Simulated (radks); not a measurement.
Problem. Coherent X-ray form factor from a spherical all-electron density. Calculated with a radial shooting solver on a logarithmic mesh with Libxc functionals: scalar-relativistic Kohn-Sham, exchange-only LDA, spin-polarised, spherical densities, point nucleus.

sin(theta)/lambda (1/angstrom),f0 (electrons)
0.05,29.558
0.1,28.368
0.15,26.735
0.2,24.937
0.25,23.135
0.3,21.396
0.4,18.171
0.5,15.345
0.6,12.980
0.8,9.635
1,7.729
1.25,6.439
1.5,5.615
2,4.243

The species is in the configuration that NIST lists as its ground one. Which atom or ion scatters so?

Solution. The gallium ion Ga+, [Ar] 3d10 4s2. Extrapolating in s^2 from the first two rows gives f0(0) = 30.0, near the electron count 30; among species with that count, the fall with angle is slower the higher Z, and the table is that of Z = 31; from so few rows the species is fixed only to a neighbour or two.
